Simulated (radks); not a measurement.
Task: Species: Be2+. Configuration: 1s1.75 2s0.25 (fractional occupations, a model configuration). All-electron calculation, scalar-relativistic Kohn-Sham, BLYP, spin-polarised, spherical densities, finite nucleus; open shells are filled with parallel spins first; Fermi nuclear charge, rms radius 2.519 fm. Program: a radial shooting solver on a logarithmic mesh with Libxc functionals. Some entries of the table are withheld. Estimate them.

orbital,occ.,eigenvalue (hartree),<r> (bohr)
1s up,1,-5.26078,0.4068
1s down,0.75,-5.13595,0.4110
2s up,0.25,(1),1.954

Result: 
(1) 2s up eigenvalue (hartree): -0.90792
